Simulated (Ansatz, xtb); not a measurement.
## Ranking isomers of C4H7BO2S

7 gas-phase structures of C4H7BO2S, from a drawn sample of its isomers (lower ones may exist). Each was relaxed with GFN2-xTB; where two conformers were screened, the lower at r2SCAN-D4/def2-SVP is listed:

A. `OB(O)C1=CCCS1`, a singlet
B. `OB(O)[C@@H]1C=CSC1`, a singlet
C. `CC#CCSB(O)O`, a singlet
D. `CC(=S)B1OCCO1`, a singlet
E. `C=C1C[C@H](B(O)O)S1`, a singlet
F. `CS[B@H-]1OC=CC=[O+]1`, a singlet
G. `OB(O)C1=CSCC1`, a singlet

Question: Make a reasoned guess at their ranking by r2SCAN-D4/def2-SVP single-point energy.

Answer: Calculated order at r2SCAN-D4/def2-SVP: G (0.0), A (2.0), B (2.1), E (16.1), C (21.0), D (21.8), F (31.3) kcal/mol. Less than 1 kcal/mol parts A and B; C and D, so the order within those pairs means little.

Energies above the lowest of each column, in kcal/mol; the last columns are at PBE0-D3(BJ)/def2-SVP geometries and were run for some of them only (a dash: not run or not comparable):

```
structure  GFN2-xTB  HF/STO-3G  r2SCAN-D4/def2-SVP  PBE0-D3(BJ)/def2-SVP  CCSD(T)/def2-SVP + ΔMP2/def2-TZVPP
        G       0.0        0.0                 0.0                   0.0                                 0.0
        A       2.6        1.2                 2.0                   1.8                                 1.5
        B       2.6        5.7                 2.1                   0.3                                 1.7
        E      13.7       22.5                16.1                  14.4                                   –
        C      14.7       31.3                21.0                     –                                   –
        D      10.5        3.1                21.8                     –                                   –
        F      17.6       36.1                31.3                     –                                   –
```

Every level run on G puts it lowest or level with the lowest. Flexible structures stand in one conformer each, not always the lowest. Frequencies (GFN2-xTB) were run for A, B, G alone. ΔMP2 is the change of the MP2 energy from the smaller to the larger basis.

Over these structures GFN2-xTB departs from r2SCAN-D4/def2-SVP by 5.0 kcal/mol on average once a common shift is removed. A GFN2-xTB relaxation took about 0.19 s and the r2SCAN-D4/def2-SVP energy about 2.1 s on a shared host (Ansatz 0.2.0, xtb 6.7.1).
